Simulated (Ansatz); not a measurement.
SiN2H10O, closed shell: at a first-order saddle point.

The input file, in.yaml:

```yaml
crystal:
  periodic: [false, false, false]
  atoms:
    - {symbol: Si, position_ang: [0.502800, 1.200047, -0.145632]}
    - {symbol: O, position_ang: [0.263738, 0.468333, 1.521493]}
    - {symbol: H, position_ang: [0.737373, 2.676806, -0.332763]}
    - {symbol: H, position_ang: [2.003479, 0.847639, 0.057613]}
    - {symbol: H, position_ang: [-1.044163, 1.314582, -0.115849]}
    - {symbol: H, position_ang: [-0.598537, -1.226801, -0.369050]}
    - {symbol: N, position_ang: [0.373114, 0.042134, -1.501500]}
    - {symbol: H, position_ang: [-0.414916, -0.555134, 1.210760]}
    - {symbol: N, position_ang: [-1.007793, -1.426543, 0.571143]}
    - {symbol: H, position_ang: [1.138020, 0.231484, 1.854414]}
    - {symbol: H, position_ang: [-0.348754, 0.252449, -2.179780]}
    - {symbol: H, position_ang: [1.235101, -0.197531, -1.974017]}
    - {symbol: H, position_ang: [-0.835458, -2.384008, 0.852246]}
    - {symbol: H, position_ang: [-2.004003, -1.243356, 0.550920]}
basis:
  gaussian: {orbitals: def2-SVP}
hamiltonian: {xc: pbe, dispersion: d4}
```

Run by:

```bash
ansatz run in.yaml --threads 8 --pin off --events-out ev --progress --plain --max-ram 19148MiB
```

The run's output (Ansatz 0.2.0):

```
Functional definition: PBE
  name "PBE"
  cite "Perdew, Burke & Ernzerhof, Phys. Rev. Lett. 77, 3865 (1996) doi:10.1103/PhysRevLett.77.3865"
  parent pbe
  parameter kappa = 0.804
  parameter beta = 0.06672455060314922
  exchange = pbe_x(kappa = kappa, mu = beta*pi^2/3)
  correlation = pbe_c(beta = beta)
1263 factors; their error is unknown
mean field evaluation 1: about -13036.5037 eV, gradient 8.6e1 eV
mean field evaluation 2: about -12999.9251 eV, gradient 1.5e2 eV
mean field evaluation 4: about -13050.6083 eV, gradient 1.2e1 eV
mean field evaluation 8: about -13050.8976 eV, gradient 3.4e-1 eV
mean field evaluation 16: about -13050.8315 eV, gradient 1.0e-4 eV
mean field -13050.83149359 eV, -479.6092112182 hartree, gradient 3.8e-5 eV, S^2 0.000000; 0 other end points of the search recorded, 0 dependent functions left out
reference -13050.83153387 eV, -479.6092126984 hartree; 23, 23 occupied and 87, 87 virtual orbitals, 1263 factors
Total energy: -13051.07955879 eV, -479.6183274461 hartree
```

The run took about 0.75 s on 8 CPU threads of a Oxide Virtual Turin-like (shared host).
